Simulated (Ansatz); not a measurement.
Basis-set extrapolation for CH₄BFO₂S (PBE0-D4/def2-TZVP geometry, frozen core, the Gaussian-basis code of Ansatz). Multiplicity 1, RHF reference.

|  | def2-TZVPP | def2-QZVPP |
| --- | --- | --- |
| HF | -711.761800 | -711.787045 |
| MP2 correlation | -1.167521 | -1.263751 |
| CCSD(T) correlation | -1.246559 | not run |

Energies in hartree. Use E(X) = E(∞) + A·exp(−7.88·√X) for Hartree–Fock and E(X) = E(∞) + B·X^(−2.97) for correlation, with X = 3 and 4, and add CCSD(T) minus MP2 of the smaller set to the MP2 limit.

Question: What is the CCSD(T) energy at the basis-set limit?

Answer: HF limit: -711.787045 + (-0.025245) × 0.13774 = -711.79052. MP2 limit: -1.263751 + (-0.096230) × 0.74074 = -1.33503. Higher-order term: -1.246559 − (-1.167521) = -0.07904. Total: -713.20459 hartree, 123.1 kcal/mol below CCSD(T)/def2-TZVPP.
